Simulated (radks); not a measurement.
Spin polarisation of the 4p5 shell in the rubidium ion Rb2+. Start: [Ar] 3d10 4s2 4p(up 2.5, down 2.5); electrons of 4p are moved from spin down to spin up, other shells keep equal spins. Calculated with a radial shooting solver on a logarithmic mesh with Libxc functionals: scalar-relativistic Kohn-Sham, SCAN, spin-polarised, spherical densities, finite nucleus; meta-GGA in the generalised Kohn-Sham scheme; Fermi nuclear charge, rms radius of each element as measured or else 0.836 A^(1/3) + 0.57 fm.

moment (Bohr magnetons),E - E(0) (eV),e(4p up) (eV),e(4p down) (eV),4s down minus up (eV),3d down minus up (eV)
0,0.000,-34.248,-34.248,0.000,0.000
0.25,-0.020,-34.406,-34.085,0.342,0.048
0.5,-0.084,-34.557,-33.918,0.678,0.096
0.75,-0.181,-34.702,-33.747,1.011,0.144
1,-0.319,-34.843,-33.570,1.343,0.192

At moment 1 the spin-polarisation energy is -0.319 eV and the 4p exchange splitting 1.273 eV, that is 1.273 eV per Bohr magneton; E = -I m^2/4 would give I = 1.274 eV.
